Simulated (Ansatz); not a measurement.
Frontier orbitals of H$_{3}$OSb (`[OH][SbH2]`).

Total charge 0; spin multiplicity 1. Correlated methods include outer-core shells of Sb, which these sets cover unevenly. Sb: def2 effective core potential. Geometry: relaxed with PBE0-D4/def2-TZVP. Basis def2-TZVPP, the Gaussian-basis code of Ansatz.

```csv
functional,HOMO (eV),LUMO (eV),gap (eV)
LDA (SPW92),-6.42,-2.14,4.28
PBE,-6.29,-1.93,4.36
BLYP,-6.19,-1.87,4.32
B97M-V,-6.53,-1.77,4.76
PBE0,-7.39,-1.14,6.25
r2SCANh,-6.96,-1.38,5.58
LC-ωPBE,-9.92,0.93,10.85
ωB97M-V,-9.51,0.56,10.07
HF,-9.86,1.64,11.50
```

Q: What is the vertical ionisation energy at frozen-core CCSD(T)/def2-TZVPP? (Best estimate.)

A: The calculation gave: 9.77 eV (T1 of the cation 0.019).

Against PBE, PBE0 changes HOMO and LUMO by −1.10 and +0.79 eV, ωB97M-V by −3.22 and +2.49 eV. A gap of 4.35 eV thus becomes 10.07 eV for the same molecule, so an orbital gap means little without its functional. A positive LUMO is unbound and depends on the basis. −ε(HOMO) differs from that ionisation energy by −3.48 eV with PBE and −0.26 eV with ωB97M-V.

LC-ωPBE has ω = 0.4 bohr⁻¹.
